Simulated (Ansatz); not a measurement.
Consider the ligand exchange at a B–C bond: `B/C(C)=C/F` + `C#C[SiH2]O` → `BO[SiH2]C#C` + `C/C=C\F`.

Computed with Ansatz on PBE0-D4/def2-TZVP structures; ΔE is electronic, products minus reactants. CCSD(T)/CBS is the MP2 limit (def2-TZVPP, def2-QZVPP) plus CCSD(T) − MP2 in def2-TZVPP, frozen cores. Double bonds are as drawn, so ΔE can hold a change between cis and trans. DFT in def2-TZVPP. B3LYP here is the variant with VWN-RPA as its local correlation; programs differ in this. Each species was taken in one conformer, which may not be the lowest.

(1) Is it downhill or uphill in electronic energy at CCSD(T)/CBS, and by how much? (An estimate is asked.)

(2) What do these levels give: r2SCAN-D4, PBE0-D4, ωB97M-V, PBE0, B3LYP, HF/def2-TZVPP, CCSD(T)/def2-TZVPP, HF/def2-QZVPP, MP2/def2-QZVPP, SCS-MP2/def2-QZVPP, MP2/CBS(def2), CCSD/CBS(def2)? (An estimate is asked.)

Largest T1 diagnostic among the species: 0.014.

## Answers

(1) The calculation gave: Downhill: ΔE = -97.5 kJ/mol.

(2) Computed: r2SCAN-D4 -91.5, PBE0-D4 -90.6, ωB97M-V -96.8, PBE0 -91.3, B3LYP -100.4, HF/def2-TZVPP -110.3, CCSD(T)/def2-TZVPP -97.9, HF/def2-QZVPP -111.4, MP2/def2-QZVPP -94.3, SCS-MP2/def2-QZVPP -99.1, MP2/CBS(def2) -93.7, CCSD/CBS(def2) -100.3 kJ/mol.

From PBE to PBE0 (25 % exact exchange), in def2-TZVPP and without D4, ΔE moves by −3.3 kJ/mol. In def2-TZVPP, CCSD(T) changes the Hartree–Fock value by +12.4 kJ/mol (the triples alone add +2.8 kJ/mol) and MP2 by +16.2 kJ/mol.
